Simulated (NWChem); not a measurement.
System: BI₃; SMILES IB(I)I

Program: NWChem. Medium grid unless said otherwise, to which SCAN and Minnesota functionals are sensitive. Coordinates come from a PBE0/def2-SVP optimisation. def2 effective core potentials on I; no spin-orbit coupling. Hybrids' shares of exact exchange are those that their runs print; pure functionals count as 0. The functionals differ in more than this share.

```csv
row,share of exact exchange,orbital gap (eV)
"LDA (Slater exchange, VWN5)/def2-TZVPD",0.00,2.96
PBE/def2-TZVPD,0.00,3.01
B3LYP/def2-TZVPD,0.20,4.49
PBE0/def2-TZVPD,0.25,4.86
M06-2X/def2-TZVPD,0.54,withheld
Hartree-Fock/def2-TZVPD,1.00,10.55
```

### Question
Fit a straight line of the last column on the one before it, predict the withheld value, and compare with the run.

### Answer

1. Means of the 5 shown rows: x = 0.290, y = 5.174. Slope Σ(x − x̄)(y − ȳ)/Σ(x − x̄)² = 5.161/0.6820 = 7.567; intercept 2.980.
2. The shown rows scatter about the line by 0.017 (root mean square); the largest residual is +0.03, at PBE/def2-TZVPD.
3. At x = 0.54 (M06-2X/def2-TZVPD; inside the shown range) the line gives 7.07.
4. The run gives 6.67, -0.40 from the line.
